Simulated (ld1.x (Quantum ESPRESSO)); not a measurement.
**What one change does to a pseudopotential (Zn, PAW)**

| Quantity | Value |
| --- | --- |
| Element | zinc |
| Generator | ld1.x (Quantum ESPRESSO) 7.5 |
| Type | PAW |
| Functional | LDA (PZ) |
| Relativity | scalar-relativistic |
| Frozen core | [Ne] 3s2 |
| Valence charge | 18 |
| Reference configuration | 3p6 3d10 4s2 4p0 |
| Partial waves | 4s (bound): rcut 1.65, rcutus 1.85 bohr; 4s channel at 0.95 Ry: rcut 1.65, rcutus 1.85 bohr; 3p (bound): rcut 1.40, rcutus 1.55 bohr; 4p (bound, empty): rcut 1.40, rcutus 1.55 bohr; 3d (bound): rcut 0.55, rcutus 0.80 bohr; 3d channel at 0.05 Ry: rcut 0.55, rcutus 0.80 bohr |
| Local potential | all-electron potential smoothed inside 1.70 bohr (lloc = -1) |
| Core correction | a·sin(br)/r model core, default radius (ld1.x builds one for every PAW set, though the input has nlcc=.false.) |
| Augmentation charge | PSQ, inside the norm-conserving radii |

Change: waves 3p (bound): rcut 1.00, rcutus 1.06 bohr; 4p (bound): rcut 1.00, rcutus 1.06 bohr.

Cutoffs: the cutoffs (Ry, on a coarse ladder) from which the occupation-weighted sum of valence levels, in a spherical-Bessel basis at the reference potential, stays within 10 and 1 mRy of its value at 400 Ry; they do not see the model core or the augmentation charge, which bear on the density cutoff. Errors are all-electron minus pseudo energies relative to the spin-unpolarised reference configuration.

Q: What does the change do?

A: Of the 9 tests that both files solve, the error grows in 0 and shrinks in 3 by more than 15 % and 0.3 meV (median size 4.6 → 3.7 meV); neither file shows a bound ghost. Less of the atom is replaced, so other configurations are described better.

```tsv
quantity	base	changed
cutoff, loose	260 Ry	260 Ry
cutoff, tight	over 300 Ry	over 300 Ry
loose cutoff by channel (10 mRy a level)	s 6 Ry, p 30 Ry, d 160 Ry	s 6 Ry, p 70 Ry, d 160 Ry
bound ghosts	none	none
error for 3p6 3d10 4s1 4p0, meV [ΔE 10.19 eV]	-1.5	-1.3
error for 3p6 3d10 4s0 4p0, meV [ΔE 28.96 eV]	-4.6	-3.7
error for 3p6 3d9 4s0 4p0, meV [ΔE 69.85 eV]	-31	-30
error for 3p6 3d10 4s0 4p1, meV [ΔE 16.61 eV]	-2.9	-2.0
error for 3p6 3d8 4s0 4p0, meV [ΔE 132.00 eV]	-190	-171
error for 3p6 3d9 4s2 4p0, meV [ΔE 18.21 eV]	-18	-16
error for 3p6 3d10 4s1.5 4p0, meV [ΔE 4.08 eV]	-0.6	-0.5
error for 3p6 3d10 4s1 4p0 (spin-polarised), meV [ΔE 9.94 eV]	-1.5	-1.2
error for 3p6 3d9 4s0 4p0 (spin-polarised), meV [ΔE 69.58 eV]	-31	-30
s: phases at 2.00 bohr within 0.05 rad from the reference energy up to (Ry; the scan ends near 5)	to the end of the scan	to the end of the scan
p: phases at 2.00 bohr within 0.05 rad from the reference energy up to (Ry; the scan ends near 5)	to the end of the scan	to the end of the scan
d: phases at 2.00 bohr within 0.05 rad from the reference energy up to (Ry; the scan ends near 5)	to the end of the scan	to the end of the scan
lowest overlap eigenvalue by channel	s 0.43, p 0.83, d 1.00	s 0.43, p 0.28, d 1.00
```
